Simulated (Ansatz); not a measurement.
Geometry optimisation, Ansatz, RKS B3LYP/def2-SVP.

Input:

```yaml
crystal:
  periodic: [false, false, false]
  atoms:
    - { symbol: B, position_ang: [0.0, 0.0, 0.0] }
    - { symbol: "N", position_ang: [0.0, 0.0, 1.9] }
    - { symbol: H, position_ang: [-0.877, -0.2713, 2.43] }
    - { symbol: H, position_ang: [0.877, 0.2713, 2.43] }
    - { symbol: C, position_ang: [1.3856, 0.0, -0.8] }
    - { symbol: H, position_ang: [1.7152, -1.0462, -0.9702] }
    - { symbol: H, position_ang: [1.2491, 0.508, -1.7774] }
    - { symbol: H, position_ang: [2.1552, 0.5381, -0.2082] }
    - { symbol: C, position_ang: [-1.3856, 0.0, -0.8] }
    - { symbol: H, position_ang: [-1.9458, -0.9305, -0.5708] }
    - { symbol: H, position_ang: [-1.9898, 0.8797, -0.4946] }
    - { symbol: H, position_ang: [-1.1839, 0.0508, -1.8903] }
    - { symbol: F, position_ang: [0.0677, -1.5359, 0.5108] }
    - { symbol: H, position_ang: [0.0477, -1.0829, 1.5229] }
basis:
  gaussian: { orbitals: def2-SVP }
hamiltonian:
  xc: b3lyp
relax:
  f_tol: 0.15
  max_steps: 25
  restrain:
    - { distance: [0, 12], at: 2.52, k: 30.0 }
    - { distance: [13, 1], at: 2.26, k: 30.0 }
    - { distance: [0, 1], at: 1.55, k: 30.0 }
    - { distance: [13, 12], at: 0.92, k: 30.0 }
output:
  orbitals: {}
```

Run as:

```bash
$ ansatz run input.yaml --threads 4 --pin off --max-ram 5120MiB --backend cpu --events-out ev --progress --plain --runs-dir out
```

Where does it end, and by what steps?

The forces met the threshold. The restraints hold the end off the free minimum; the threshold counts their pulls, which the force column leaves out. Restrained pairs: B1–F13 (1.62 → 2.53 Å), N2–H14 (1.15 → 2.25 Å), B1–N2 (1.90 → 1.49 Å), F13–H14 (1.11 → 0.93 Å). After 9 steps the energy has fallen by 2.397 eV (the restraints' own energy left out); H14 moved furthest, 0.94 Å.

```json
{"step": "0", "energy less start (eV)": "0.0000", "largest force component (eV/Å)": "3.805", "accepted": "yes"}
{"step": "1", "energy less start (eV)": "-0.2123", "largest force component (eV/Å)": "2.593", "accepted": "yes"}
{"step": "2", "energy less start (eV)": "-0.3066", "largest force component (eV/Å)": "2.584", "accepted": "yes"}
{"step": "3", "energy less start (eV)": "-0.8010", "largest force component (eV/Å)": "2.395", "accepted": "yes"}
{"step": "4", "energy less start (eV)": "-1.8286", "largest force component (eV/Å)": "1.671", "accepted": "yes"}
{"step": "5", "energy less start (eV)": "-2.1763", "largest force component (eV/Å)": "1.676", "accepted": "yes"}
{"step": "6", "energy less start (eV)": "-2.2856", "largest force component (eV/Å)": "1.668", "accepted": "yes"}
{"step": "7", "energy less start (eV)": "-2.3900", "largest force component (eV/Å)": "1.773", "accepted": "yes"}
{"step": "8", "energy less start (eV)": "-2.3816", "largest force component (eV/Å)": "1.962", "accepted": "yes"}
{"step": "9", "energy less start (eV)": "-2.3973", "largest force component (eV/Å)": "1.946", "accepted": "yes"}
```

```xyz
14
Properties=species:S:1:pos:R:3
B -0.001 0.065 0.126
N -0.029 0.239 1.601
H -0.894 0.364 2.116
H 0.794 0.535 2.116
C 1.380 0.175 -0.629
H 1.568 -0.734 -1.225
H 1.349 1.012 -1.350
H 2.247 0.333 0.035
C -1.383 -0.050 -0.635
H -2.180 -0.535 -0.044
H -1.735 0.974 -0.872
H -1.294 -0.584 -1.593
F 0.153 -2.445 0.421
H 0.140 -1.967 1.214
```

The run took 16 s on 4 threads of Arm Neoverse V2, with other jobs on the host, peak memory 0.26 GiB.
